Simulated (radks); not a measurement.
Values are calculated unless marked as measured or tabulated.
Task: Os5+, configuration [Xe] 4f14 5d3 (the NIST ground configuration). Code: a radial shooting solver on a logarithmic mesh with Libxc functionals. Model: scalar-relativistic Kohn-Sham, PBE, spin-polarised, spherical densities, finite nucleus; open shells are filled with parallel spins first (spin-orbit coupling, left out, can overturn this in heavy ions); Fermi nuclear charge, rms radius 5.4126 fm. Some entries of the table are withheld. Estimate them.

orbital  occ.  eigenvalue (hartree)  <1/r> (bohr^-1)  <r^2> (bohr^2)
1s down     1             -2716.106            90.42       0.0004336
1s up       1             -2716.106            90.42       0.0004336
2s up       1             -474.9847            21.17        0.006643
2s down     1             -474.9763            21.17        0.006643
2p up       3             -414.0067            19.05        0.005532
2p down     3             -413.9999            19.05        0.005532
3s up       1             -112.3020            7.846         0.04299
3s down     1             -112.2993            7.846         0.04299
3p up       3             -94.38824            7.212         0.04388
3p down     3             -94.38513            7.212         0.04388
3d up       5             -74.34805            6.804         0.03636
3d down     5             -74.34223            6.804         0.03636
4s up       1             -25.51314            3.345          0.2105
4s down     1             -25.50532            3.345          0.2105
4p up       3             -19.63484            3.033          0.2399
4p down     3             -19.62757            3.033          0.2399
4d up       5             -12.32848            2.707          0.2767
4d down     5             -12.31986            2.707          0.2764
5s up       1              -5.64936            1.345           1.114
5s down     1              -5.57889            1.355           1.101
4f up       7              -4.20909            2.243          0.3788
4f down     7              -4.19373            2.250          0.3740
5p up       3              -4.12528            1.154           1.460
5p down     3              -4.03618            1.163           1.445
5d up       3              -2.33319              (1)           2.473
5d down     0              -2.22914              (2)           2.490

Result: 
(1) 5d up <1/r> (bohr^-1): 0.8699
(2) 5d down <1/r> (bohr^-1): 0.8709
